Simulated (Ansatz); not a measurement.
A nudged elastic band was laid between two geometries of GaH3 (4 atoms, charge 0, multiplicity 1).

Method: RKS LDA/def2-SVP in Ansatz.

```yaml
movable_images: 5
climbing_image: yes
spring: 5.0 eV/Å²
optimiser: quadratic models (default)
start_path: through a guess of the saddle point
force_threshold: 0.05 eV/Å
iteration_limit: 60
end_points: relaxed
```

Initial state:

```xyz
4
Properties=species:S:1:pos:R:3
Ga 0.394 0.000 0.228
H 0.395 0.000 1.798
H 1.754 0.000 -0.556
H -0.965 0.000 -0.557
```

Final state:

```xyz
4
Properties=species:S:1:pos:R:3
Ga 0.261 0.000 -1.025
H 0.754 0.000 1.054
H 1.502 0.000 0.714
H -0.939 0.000 0.168
```

Q: What changes between the two ends?

A: Bonds broken: Ga1–H2, Ga1–H3. Bonds formed: H2–H3. GaH3 becomes GaH + H2.

Q: Give the energies along the band, and the barrier.

A: It converged. The highest image is number 3 of 0 to 6, 199.3 kJ/mol above the first end and 113.1 kJ/mol above the last; the last end lies 86.2 kJ/mol above the first. A vibrational analysis at the climbing image gives one clearly imaginary mode, 948i cm⁻¹: a first-order saddle point. The orbitals stay closed-shell, which can raise the energy where a bond breaks towards radicals; this wasn't checked here.

```csv
image,path coordinate (Å),energy (kJ/mol),Ga1–H2 (Å),Ga1–H3 (Å),H2–H3 (Å)
0,0.00,0.0,1.57,1.57,2.72
1,0.47,35.2,1.55,1.55,2.38
2,0.94,134.3,1.61,1.52,1.98
3,1.42,199.3,1.80,1.56,1.59
4,1.72,171.3,1.89,1.64,1.25
5,2.01,104.3,2.00,1.82,0.91
6,2.31,86.2,2.14,2.14,0.82
```

Q: What is the geometry of the highest image?

A: 
```xyz
4
Properties=species:S:1:pos:R:3:forces:R:3
Ga 0.419 0.000 -0.536 0.00 0.00 0.00
H 0.491 0.000 1.260 -0.02 0.00 -0.01
H 1.745 0.000 0.288 0.01 0.00 0.00
H -1.077 0.000 -0.100 0.01 0.00 0.01
```

Q: What are the harmonic wavenumbers there?

A: 948i, 362, 745, 1330, 1955, 1991 cm⁻¹.

The run took 23 s on 1 thread of Arm Neoverse V1, on a shared host, peak memory 0.09 GiB.
